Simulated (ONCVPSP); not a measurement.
# Building the ONCV potential for Sb (Z = 51) (revPBE, scalar-relativistic).

ONCVPSP 4.0.1 was run on this input:

```
# ATOM AND REFERENCE CONFIGURATION
# atsym  z   nc   nv     iexc    psfile
  Sb 51.00    6    5  -102130      upf
#
#   n    l    f
    1    0    2.00
    2    0    2.00
    2    1    6.00
    3    0    2.00
    3    1    6.00
    3    2   10.00
    4    0    2.00
    4    1    6.00
    4    2   10.00
    5    0    2.00
    5    1    3.00
#
# PSEUDOPOTENTIAL AND OPTIMIZATION
# lmax
    2
#
#   l,   rc,      ep,       ncon, nbas, qcut
    0    1.40    0.00    4    7    6.50
    1    1.55    0.00    4    7    8.50
    2    1.60    0.00    4    9    9.60
#
# LOCAL POTENTIAL
# lloc, lpopt,  rc(5),   dvloc0
    4    1    1.20   -1.00
#
# VANDERBILT-KLEINMAN-BYLANDER PROJECTORs
# l, nproj, debl
    0    3    3.90
    1    2    2.90
    2    3    3.60
#
# MODEL CORE CHARGE
# icmod, fcfact, rcfact
    3    3.50    1.75
#
# LOG DERIVATIVE ANALYSIS
# epsh1, epsh2, depsh
   -7.00    5.00    0.04
#
# OUTPUT GRID
# rlmax, drl
    6.00    0.01
#
# TEST CONFIGURATIONS
# ncnf
    4
# nvcnf
#   n    l    f
    5
    4    0    2.00
    4    1    6.00
    4    2   10.00
    5    0    2.00
    5    1    2.00
#
    5
    4    0    2.00
    4    1    6.00
    4    2   10.00
    5    0    2.00
    5    1    1.00
#
    5
    4    0    2.00
    4    1    6.00
    4    2   10.00
    5    0    2.00
    5    1    0.00
#
    5
    4    0    2.00
    4    1    6.00
    4    2   10.00
    5    0    1.00
    5    1    3.00
#
```

Command:

```bash
oncvpsp.x < Sb.dat > Sb.out
```

Output (shortened: citation, most of the input echo, consistency checks and plot data are left out):

```
ONCVPSP  (Optimized Norm-Conservinng Vanderbilt PSeudopotential)
scalar-relativistic version 4.0.1

#   n    l    f        energy (Ha)
    1    0    2.00    -1.1137591E+03
    2    0    2.00    -1.6948150E+02
    2    1    6.00    -1.5213504E+02
    3    0    2.00    -3.3228570E+01
    3    1    6.00    -2.7575255E+01
    3    2   10.00    -1.8955818E+01
    4    0    2.00    -5.4699348E+00
    4    1    6.00    -3.7405294E+00
    4    2   10.00    -1.2305608E+00
    5    0    2.00    -4.6915847E-01
    5    1    3.00    -1.7570706E-01

Reference configufation results
  iterations    26
  all-electron total energy (Ha)   -6.48168983D+03

Begin loop to  construct optimized pseudo wave functions
and semi-local pseudopoentials for all angular momenta

   Wellstate for l =  0  n =  7
     eigenvalue =   3.4308
     asymptotic potential =   3.9308
     half-point radius =  3.0710

Calculating optimized projector #   1

 for l=   0

    Fraction of norm inside rc  0.976168
    Optimizing pswf for qcut=   6.49 a_B^-1,  ecut=  21.05 Ha
    Residual kinetic energy error=  6.23D-04 Ha

    Energy error per electron        Cutoff
         Ha          eV             Ha
         0.01000     0.27211        9.20
         0.00100     0.02721       18.93
         0.00010     0.00272       57.65
         0.00001     0.00027       73.75

Calculating optimized projector #   2

 for l=   0

    Fraction of norm inside rc  0.114470
    Optimizing pswf for qcut=   6.49 a_B^-1,  ecut=  21.05 Ha
    Residual kinetic energy error=  1.53D-03 Ha

    Energy error per electron        Cutoff
         Ha          eV             Ha
         0.01000     0.27211        9.07
         0.00100     0.02721       23.32
         0.00010     0.00272       74.26
         0.00001     0.00027       89.53

Calculating optimized projector #   3

 for l=   0

    Fraction of norm inside rc  0.080685
    Optimizing pswf for qcut=   6.49 a_B^-1,  ecut=  21.05 Ha
    Residual kinetic energy error=  4.20D-03 Ha

    Energy error per electron        Cutoff
         Ha          eV             Ha
         0.01000     0.27211       15.72
         0.00100     0.02721       27.58
         0.00010     0.00272       70.03
         0.00001     0.00027       90.01

Calculating optimized projector #   1

 for l=   1

    Fraction of norm inside rc  0.975953
    Optimizing pswf for qcut=   8.50 a_B^-1,  ecut=  36.09 Ha
    Residual kinetic energy error=  1.95D-06 Ha

    Energy error per electron        Cutoff
         Ha          eV             Ha
         0.01000     0.27211       21.03
         0.00100     0.02721       26.09
         0.00010     0.00272       30.23
         0.00001     0.00027       33.65

Calculating optimized projector #   2

 for l=   1

    Fraction of norm inside rc  0.071538
    Optimizing pswf for qcut=   8.50 a_B^-1,  ecut=  36.09 Ha
    Residual kinetic energy error=  5.60D-07 Ha

    Energy error per electron        Cutoff
         Ha          eV             Ha
         0.01000     0.27211       15.89
         0.00100     0.02721       21.52
         0.00010     0.00272       26.20
         0.00001     0.00027       29.93

   Wellstate for l =  2  n =  6
     eigenvalue =   2.3694
     asymptotic potential =   2.8694
     half-point radius =  3.1910

   Wellstate for l =  2  n =  7
     eigenvalue =   5.9694
     asymptotic potential =   6.4694
     half-point radius =  2.8451

Calculating optimized projector #   1

 for l=   2

    Fraction of norm inside rc  0.904349
    Optimizing pswf for qcut=   9.60 a_B^-1,  ecut=  46.11 Ha
    Residual kinetic energy error=  2.78D-06 Ha

    Energy error per electron        Cutoff
         Ha          eV             Ha
         0.01000     0.27211       29.62
         0.00100     0.02721       35.47
         0.00010     0.00272       40.09
         0.00001     0.00027       43.75

Calculating optimized projector #   2

 for l=   2

    Fraction of norm inside rc  0.121012
    Optimizing pswf for qcut=   9.60 a_B^-1,  ecut=  46.11 Ha
    Residual kinetic energy error=  9.11D-06 Ha

    Energy error per electron        Cutoff
         Ha          eV             Ha
         0.01000     0.27211       28.98
         0.00100     0.02721       35.93
         0.00010     0.00272       41.22
         0.00001     0.00027       46.78

Calculating optimized projector #   3

 for l=   2

    Fraction of norm inside rc  0.128992
    Optimizing pswf for qcut=   9.60 a_B^-1,  ecut=  46.11 Ha
    Residual kinetic energy error=  7.14D-05 Ha

    Energy error per electron        Cutoff
         Ha          eV             Ha
         0.01000     0.27211       33.35
         0.00100     0.02721       40.04
         0.00010     0.00272       45.42
         0.00001     0.00027       64.35

Construct Vanderbilt / Kleinmman-Bylander projectors

B matrix Hermiticity error, ll=   0
   1   2    1.0236E-03
   1   3    1.4472E-03
   2   3   -2.8717E-04

  Orthonormal projector coefficients  1.0374E+01 -4.0513E+00  2.2046E+00

B matrix Hermiticity error, ll=   1
   1   2    4.8676E-04

  Orthonormal projector coefficients  2.1479E+00 -5.1806E-01

B matrix Hermiticity error, ll=   2
   1   2   -5.1936E-04
   1   3    8.5264E-04
   2   3    3.2626E-04

  Orthonormal projector coefficients -3.0251E+00 -1.7073E+00 -4.4725E-01

Model core correction analysis
  based on d2Exc/dn_idn_j

d2excae - all-electron derivatives

   -3.630053D-02   -3.307185D-02   -2.513688D-02   -2.598620D-03
   -1.399610D-03
   -3.307198D-02   -3.125680D-02   -2.524254D-02   -2.984056D-03
   -1.412570D-03
   -2.513709D-02   -2.524264D-02   -2.384781D-02   -6.343386D-03
   -2.798786D-03
   -2.598574D-03   -2.983927D-03   -6.342994D-03   -2.630715D-02
   -2.079518D-02
   -1.399623D-03   -1.412553D-03   -2.798655D-03   -2.079451D-02
   -2.270620D-02

d2excps - pseudofunction derivatives with no core correction

   -5.398709D-02   -3.694327D-02   -2.404212D-02   -5.043204D-03
   -1.912648D-03
   -3.694475D-02   -3.456729D-02   -2.651638D-02   -3.476346D-03
   -1.730061D-03
   -2.404201D-02   -2.651648D-02   -2.562190D-02   -6.154203D-03
   -2.832604D-03
   -5.045553D-03   -3.476246D-03   -6.153813D-03   -2.657068D-02
   -2.082984D-02
   -1.912824D-03   -1.730057D-03   -2.832473D-03   -2.082917D-02
   -2.272497D-02

rms 2nd derivative error    3.877489E-03

rmatch, rhocmatch    0.5245   46.6490

Teter function model core charge with specified parameters

d2excps - pseudofunction derivatives with core correction

   -2.900954D-02   -2.547345D-02   -1.920088D-02   -2.420676D-03
   -1.136831D-03
   -2.547343D-02   -2.594710D-02   -2.215346D-02   -2.541597D-03
   -1.197212D-03
   -1.920081D-02   -2.215342D-02   -2.312221D-02   -5.855577D-03
   -2.590022D-03
   -2.420605D-03   -2.541459D-03   -5.855184D-03   -2.625832D-02
   -2.075535D-02
   -1.136820D-03   -1.197183D-03   -2.589889D-03   -2.075467D-02
   -2.268802D-02

rms 2nd derivative error    3.395098E-03

Pseudoatom total energy -241.274553

Diagnostic tests using Vanderbilt-Kleinman-Bylander pseudopotentials
  1 or more projectors used as specified by nproj input data

   l    rcore       rmatch      e in        delta e   norm test  slope test

   0   1.4073158   1.4500449  -5.4699348   0.0000045   1.0003491   1.0003173
   0   1.4073158   1.4500449  -0.4691585   0.0000084   1.0000579   1.0000442
   0   1.4073158   1.4500449   3.4308415   0.0000860   1.0004310   1.0004310

   1   1.5579633   1.6052665  -3.7405294   0.0000056   1.0002897   1.0002756
   1   1.5579633   1.6052665  -0.1757071   0.0000067   1.0000422   1.0000335

   2   1.6052665   1.6540058  -1.2305608  -0.0000082   1.0001873   1.0001999
   2   1.6052665   1.6540058   2.3694392   0.0000576   1.0003000   1.0003000
   2   1.6052665   1.6540058   5.9694392  -0.0000058   1.0005025   1.0005025

 Testing for bound ghosts
   n   l    E NL Schr. Eq   E Basis Diag.   E Cutoff

   1   0       -5.469930       -5.469930    133.95
   2   0       -0.469150       -0.435147    133.95

   2   1       -3.740524       -3.740524     92.81
   3   1       -0.175700       -0.117451     92.81

   3   2       -1.230569       -1.230544    215.64

 Testing for highly-localized positive-energy ghosts
       l    <radius>/rc     E Basis Diag.   E Cutoff

       0        0.891906       16.081689    133.95  WARNING - GHOST(+)

Test configuration 0

   n   l     f        eae           eps        diff
   1   0  2.0000-1113.75911846
   2   0  2.0000 -169.48150434
   2   1  6.0000 -152.13503969
   3   0  2.0000  -33.22856990
   3   1  6.0000  -27.57525466
   3   2 10.0000  -18.95581794
   4   0  2.0000   -5.46993479   -5.46993028    4.51D-06
   4   1  6.0000   -3.74052935   -3.74052375    5.60D-06
   4   2 10.0000   -1.23056079   -1.23056902   -8.23D-06
   5   0  2.0000   -0.46915847   -0.46915002    8.44D-06
   5   1  3.0000   -0.17570706   -0.17570040    6.66D-06

    Total energies and differences
      AE_ref= -6.48168983D+03  AE_tst= -6.48168983D+03  dif=  0.00D+00
      PS_ref= -2.41274553D+02  PS_tst= -2.41274553D+02  dif= -1.11D-12
      PSP excitation error=  1.11D-12

Test configuration 1

   n   l     f        eae           eps        diff
   1   0  2.0000-1114.07537749
   2   0  2.0000 -169.79629796
   2   1  6.0000 -152.45000549
   3   0  2.0000  -33.54277077
   3   1  6.0000  -27.88946814
   3   2 10.0000  -19.27001482
   4   0  2.0000   -5.78309033   -5.78329270   -2.02D-04
   4   1  6.0000   -4.05361895   -4.05372847   -1.10D-04
   4   2 10.0000   -1.54280679   -1.54282601   -1.92D-05
   5   0  2.0000   -0.75572998   -0.75572350    6.48D-06
   5   1  2.0000   -0.43840233   -0.43839512    7.21D-06

    Total energies and differences
      AE_ref= -6.48168983D+03  AE_tst= -6.48138616D+03  dif=  3.04D-01
      PS_ref= -2.41274553D+02  PS_tst= -2.40970817D+02  dif=  3.04D-01
      PSP excitation error= -6.64D-05

Test configuration 2

   n   l     f        eae           eps        diff
   1   0  2.0000-1114.44596096
   2   0  2.0000 -170.16385874
   2   1  6.0000 -152.81789951
   3   0  2.0000  -33.90913233
   3   1  6.0000  -28.25585227
   3   2 10.0000  -19.63637085
   4   0  2.0000   -6.14715723   -6.14798563   -8.28D-04
   4   1  6.0000   -4.41745284   -4.41785024   -3.97D-04
   4   2 10.0000   -1.90465308   -1.90468125   -2.82D-05
   5   0  2.0000   -1.07728131   -1.07731373   -3.24D-05
   5   1  1.0000   -0.73433554   -0.73434167   -6.13D-06

    Total energies and differences
      AE_ref= -6.48168983D+03  AE_tst= -6.48080226D+03  dif=  8.88D-01
      PS_ref= -2.41274553D+02  PS_tst= -2.40386773D+02  dif=  8.88D-01
      PSP excitation error= -2.09D-04

Test configuration 3

   n   l     f        eae           eps        diff
   1   0  2.0000-1114.86118599
   2   0  2.0000 -170.57426149
   2   1  6.0000 -153.22881714
   3   0  2.0000  -34.31765175
   3   1  6.0000  -28.66440510
   3   2 10.0000  -20.04488180
   4   0  2.0000   -6.55193969   -6.55392754   -1.99D-03
   4   1  6.0000   -4.82175839   -4.82266886   -9.10D-04
   4   2 10.0000   -2.30551710   -2.30557104   -5.39D-05
   5   0  2.0000   -1.42404650   -1.42419166   -1.45D-04

    Total energies and differences
      AE_ref= -6.48168983D+03  AE_tst= -6.47990967D+03  dif=  1.78D+00
      PS_ref= -2.41274553D+02  PS_tst= -2.39493923D+02  dif=  1.78D+00
      PSP excitation error= -4.64D-04

Test configuration 4

   n   l     f        eae           eps        diff
   1   0  2.0000-1114.13066207
   2   0  2.0000 -169.85048772
   2   1  6.0000 -152.50406070
   3   0  2.0000  -33.59773120
   3   1  6.0000  -27.94439824
   3   2 10.0000  -19.32486914
   4   0  2.0000   -5.83787940   -5.84018355   -2.30D-03
   4   1  6.0000   -4.10806458   -4.10874895   -6.84D-04
   4   2 10.0000   -1.59480962   -1.59469495    1.15D-04
   5   0  1.0000   -0.78592853   -0.78614195   -2.13D-04
   5   1  3.0000   -0.46264713   -0.46266493   -1.78D-05

    Total energies and differences
      AE_ref= -6.48168983D+03  AE_tst= -6.48106584D+03  dif=  6.24D-01
      PS_ref= -2.41274553D+02  PS_tst= -2.40650377D+02  dif=  6.24D-01
      PSP excitation error= -1.88D-04
```

The run took about 7.1 s on one core of a shared server CPU.
